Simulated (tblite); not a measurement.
Level: GFN2-xTB in tblite, geometry and Hessian alike; calculated harmonic values, unscaled, isolated species. Against measured fundamentals such values can be off by several per cent, at times by over 20. Modes of hydrogen on silicon can be 10 to 20 % off. One conformer each. Thermal functions are those of the rigid rotor and harmonic oscillator, without mixing of conformers.

Task: Order these by their heat capacity Cp at 200 K, highest first (cal/(mol K)).
A. `C=C[SiH2][C@H](Cl)[SiH2]O`
B. `[SiH3]OC1=CC=C[SiH2]1`
C. `O=c1[nH]c(=O)[nH]c(=O)[nH]1`
D. `COC1=C(C(=O)F)SC=C1`
E. `CC(C)[C@H](C)[S-]`

Result: A (31.8), D (27.5), B (25.8), E (23.2), C (20.9).

```csv
SMILES,atoms,mass (u),symmetry number,modes under 300 cm⁻¹,ZPE (kcal/mol),S translation (cal/(mol K)),S rotation,S vibration,S,Cp
C=C[SiH2][C@H](Cl)[SiH2]O,16,151.99,1,9,66.2,39.0,28.8,24.4,92.2,31.8
COc1ccsc1C(=O)F,15,160.00,1,7,61.4,39.2,28.8,17.0,85.0,27.5
[SiH3]OC1=CC=C[SiH2]1,15,128.01,1,4,61.5,38.5,27.5,15.7,81.7,25.8
CC(C)[C@H](C)[S-],17,103.06,1,5,92.6,37.9,26.5,11.4,75.7,23.2
O=c1[nH]c(=O)[nH]c(=O)[nH]1,12,129.02,6,3,48.1,38.5,24.0,8.8,71.3,20.9
```

Entropies and Cp are for 200 K and 1 bar.
